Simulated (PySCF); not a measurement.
Orbital picture of BeSb⁻

PBE0 at R = 2.283 Å; Be def2-SVPD, Sb def2-SVPD with ECP28; scalar-relativistic core potentials (PySCF 2.14). State: ¹Σ⁺ (singlet), closed shell, a second solution, started from another occupation. Only the outer orbitals are listed, counted within each symmetry, core potentials removing the inner ones.

```csv
orbital,occ.,ε (eV),on Be (%),main shells (%)
5σ,2,-8.47,11,"88 Sb s, 8 Be s"
6σ,2,-2.24,60,"59 Be s, 36 Sb p"
3π,2,-0.05,30,"70 Sb p, 30 Be p"
3π,2,-0.05,30,"70 Sb p, 30 Be p"
7σ,0,1.22,63,"55 Be p, 20 Sb p, 15 Sb s"
4π,0,3.69,72,"72 Be p, 25 Sb p"
4π,0,3.69,72,"72 Be p, 25 Sb p"
```

**Question.** Which are the highest filled and the lowest empty level, where do they sit, and how wide is the gap?

**Answer.** Highest filled 3π at -0.05 eV (in %: 70 Sb p, 30 Be p); lowest empty 7σ at 1.22 eV (in %: 55 Be p, 20 Sb p, 15 Sb s); the gap at PBE0 is 1.27 eV. An empty level above zero is unbound, and its energy depends on the basis.

- bond order (Mayer): 2.58
- ⟨S²⟩: 0.000
- charge on Be (Mulliken, basis-dependent): -0.63
- charge on Be (Löwdin, basis-dependent): -0.60
- dipole moment (positive dipole points towards Sb; it is taken about the centre of mass and depends on that origin): 1.86 D

Closed-shell solutions of metal pairs were not tested for spin polarisation, which can lower them a little. Spin–orbit coupling is left out.
